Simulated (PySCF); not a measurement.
Job file and geometry (Å, from GFN2-xTB) of an NMR shielding run on SMILES O=CC#C[C@H]1[B@H-]([NH3+])CC1, C6H10BNO, PySCF, GIAO PBE0/pcSseg-1 NMR shielding, non-relativistic, gas phase; density fitting, a coarse starting grid and PySCF grid level 2 are the driver's defaults:

```
$ OMP_NUM_THREADS=1 python probes_run.py task.json out

{"job": {"kind": "nmr", "xc": "PBE0", "basis": "pcSseg-1"}, "charge": 0, "multiplicity": 1}
N     -1.816869     1.672902    -0.116609
B     -1.034409     0.327864    -0.614559
C     -1.812510    -1.036901    -0.203867
C     -0.533001    -1.504379     0.512880
C      0.110208    -0.098140     0.511541
C      1.480526    -0.010556     0.155386
C      2.631590     0.070826    -0.216519
C      3.978932     0.188469    -0.612948
O      4.699349     1.144760    -0.427866
H     -2.580792     1.880367    -0.753080
H     -1.161335     2.449458    -0.101693
H     -2.185085     1.514867     0.817839
H     -0.683402     0.501433    -1.728962
H     -2.155330    -1.719924    -0.978755
H     -2.635590    -0.915568     0.504312
H      0.042039    -2.193274    -0.102765
H     -0.667377    -1.947367     1.500834
H     -0.040718     0.400990     1.474284
H      4.353971    -0.716575    -1.139347
```

Task: Write the output of this run.

Result: 
```
coarse grid: 15952 points
cycle   1  E = -388.6657549156  dE =  1.438e+00  |g| = 8.683e-01  |ddm| = 4.205e+00
cycle   2  E = -388.2760500854  dE =  3.897e-01  |g| = 1.653e+00  |ddm| = 3.695e+00
cycle   3  E = -388.8217185025  dE = -5.457e-01  |g| = 2.513e-01  |ddm| = 2.939e+00
cycle   4  E = -388.8361424631  dE = -1.442e-02  |g| = 8.322e-02  |ddm| = 4.255e-01
cycle   5  E = -388.8374435236  dE = -1.301e-03  |g| = 3.842e-02  |ddm| = 1.103e-01
cycle   6  E = -388.8377658849  dE = -3.224e-04  |g| = 1.536e-02  |ddm| = 4.987e-02
cycle   7  E = -388.8378223568  dE = -5.647e-05  |g| = 3.245e-03  |ddm| = 1.408e-02
cycle   8  E = -388.8378246097  dE = -2.253e-06  |g| = 9.168e-04  |ddm| = 4.857e-03
final grid: 154376 points
cycle   9  E = -388.8968853686  dE = -3.764e-05  |g| = 1.382e-02  |ddm| = 5.626e-02
cycle  10  E = -388.8967833946  dE =  1.020e-04  |g| = 2.621e-02  |ddm| = 4.207e-02
cycle  11  E = -388.8969246746  dE = -1.413e-04  |g| = 3.458e-03  |ddm| = 2.933e-02
cycle  12  E = -388.8969272213  dE = -2.547e-06  |g| = 4.243e-04  |ddm| = 3.501e-03
cycle  13  E = -388.8969272401  dE = -1.877e-08  |g| = 3.118e-04  |ddm| = 7.012e-04
cycle  14  E = -388.8969272625  dE = -2.240e-08  |g| = 9.414e-05  |ddm| = 3.360e-04
cycle  15  E = -388.8969272646  dE = -2.143e-09  |g| = 1.679e-05  |ddm| = 1.480e-04
cycle  16  E = -388.8969272647  dE = -7.435e-11  |g| = 4.904e-06  |ddm| = 3.204e-05
converged SCF energy = -388.8969272647

GIAO shielding tensors (ppm)
atom      isotropic    diamagn.    paramagn.     s11        s22        s33       span
  0 N      209.393     316.588    -107.195    200.898    207.765    219.516     18.618
  1 B      113.035     188.802     -75.767    105.192    111.287    122.626     17.434
  2 C      175.588     253.447     -77.859    165.288    172.153    189.322     24.033
  3 C      161.520     248.817     -87.297    146.503    158.400    179.655     33.152
  4 C      166.851     257.230     -90.378    154.380    165.673    180.502     26.122
  5 C       66.145     254.615    -188.470    -16.583     11.287    203.730    220.313
  6 C       97.315     261.077    -163.762     20.772     25.594    245.578    224.806
  7 C        6.430     250.531    -244.100    -84.508     -0.093    103.891    188.399
  8 O     -361.704     397.713    -759.417  -1015.733   -468.701    399.322   1415.055
  9 H       28.479      27.220       1.259     22.400     24.341     38.697     16.297
 10 H       28.253      30.017      -1.764     22.112     25.183     37.463     15.351
 11 H       28.992      30.279      -1.287     23.806     26.829     36.341     12.536
 12 H       28.839      30.723      -1.884     26.813     29.794     29.911      3.097
 13 H       30.532      31.057      -0.524     26.195     28.226     37.176     10.981
 14 H       31.715      32.202      -0.487     29.187     29.329     36.627      7.440
 15 H       29.767      31.785      -2.018     26.242     28.564     34.494      8.252
 16 H       29.277      30.959      -1.681     25.401     26.900     35.532     10.131
 17 H       30.369      33.545      -3.176     26.351     30.972     33.784      7.433
 18 H       22.220      27.065      -4.845     19.219     21.165     26.276      7.057
```

Size and cost of the density-fitted run: 203 basis functions, 74 s wall time on 1 thread of an Arm Neoverse N1, shared host; peak memory 0.9 GiB.
